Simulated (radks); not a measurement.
Q: Spherical quantum dot in the effective-mass picture: electrons in a hard-walled sphere of radius 9.47, with a point charge +1 (a donor) at the centre, all in effective atomic units (hartree* = m*/eps^2 hartree, bohr* = eps/m* bohr), one dielectric constant everywhere. Method: non-relativistic Kohn-Sham, LDA (Slater exchange, Perdew-Wang correlation), spin-polarised, spherical densities; computed with a radial shooting solver with Libxc functionals. Levels are named by radial order and angular momentum (1s, 1p, 1d, 2s, ...), and open shells are averaged over m. Each electron was tried in the lowest free levels, single moves between levels near the top were tried too, and the lowest total energy was kept; such a search can miss a lower state. Give the order in which the levels fill up to N = 29, the shell closures and the spin along the way.

A: Shells are first occupied in the order 1s, 1p, 2s, 1d, 1f. Open shells at each N (closed shells left out): 1: 1s(up 1, down 0); 2: none; 3: 1p(up 1, down 0); 4: 1p(up 2, down 0); 5: 1p(up 3, down 0); 6: 1p(up 3, down 0) 2s(up 1, down 0); 7: 1p(up 3, down 1) 2s(up 1, down 0); 8: 1p(up 3, down 2) 2s(up 1, down 0); 9: 2s(up 1, down 0); 10: 1d(up 1, down 0) 2s(up 1, down 0); 11: 1d(up 2, down 0) 2s(up 1, down 0); 12: 1d(up 3, down 0) 2s(up 1, down 0); 13: 1d(up 4, down 0) 2s(up 1, down 0); 14: 1d(up 5, down 0) 2s(up 1, down 0); 15: 1d(up 5, down 1) 2s(up 1, down 0); 16: 1d(up 5, down 2) 2s(up 1, down 0); 17: 1d(up 5, down 3) 2s(up 1, down 0); 18: 1d(up 5, down 4) 2s(up 1, down 0); 19: 2s(up 1, down 0); 20: 2s(up 1, down 0) 1f(up 1, down 0); 21: 2s(up 1, down 0) 1f(up 2, down 0); 22: 2s(up 1, down 0) 1f(up 3, down 0); 23: 2s(up 1, down 0) 1f(up 4, down 0); 24: 2s(up 1, down 0) 1f(up 5, down 0); 25: 2s(up 1, down 0) 1f(up 6, down 0); 26: 2s(up 1, down 0) 1f(up 7, down 0); 27: 2s(up 1, down 0) 1f(up 7, down 1); 28: 2s(up 1, down 0) 1f(up 7, down 2); 29: 2s(up 1, down 0) 1f(up 7, down 3). All shells are closed at N = 2 (there: 1s2). Largest 2S: 8, at N = 26.
